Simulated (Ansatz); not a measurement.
Mulliken charges of `C[O][Ti]([F])([F])[Br]` from ωB97M-V/def2-TZVPP in Ansatz (PBE0-D4/def2-TZVP geometry).

```tsv
atom	x (Å)	y (Å)	z (Å)	charge (e)
C1	0.129	-1.392	0.842	-0.173
O2	0.105	-0.271	0.010	-0.508
Ti3	-0.025	1.202	-0.881	1.115
F4	-0.877	0.902	-2.382	-0.331
F5	1.578	1.820	-1.222	-0.331
Br6	-1.224	2.746	0.435	-0.174
H7	1.164	-1.659	1.066	0.134
H8	-0.364	-2.229	0.342	0.134
H9	-0.397	-1.166	1.773	0.135
```

Question: By hand: the dipole of these point charges (1 e Å = 4.8032 D).

Answer: Σ q r = (-0.069, -0.338, 0.412) e Å, of length 0.537 e Å = 2.58 D.

Question: How does the dipole of the full density compare? (Best estimate.)

Answer: Computed: (0.069, -0.644, 0.363) e Å, 3.57 D; the point charges give 0.72 times that, at 25° from its direction.

Point charges leave out the atoms' own dipoles, such as those of lone pairs, and Mulliken's split depends on the basis, so the two needn't agree.
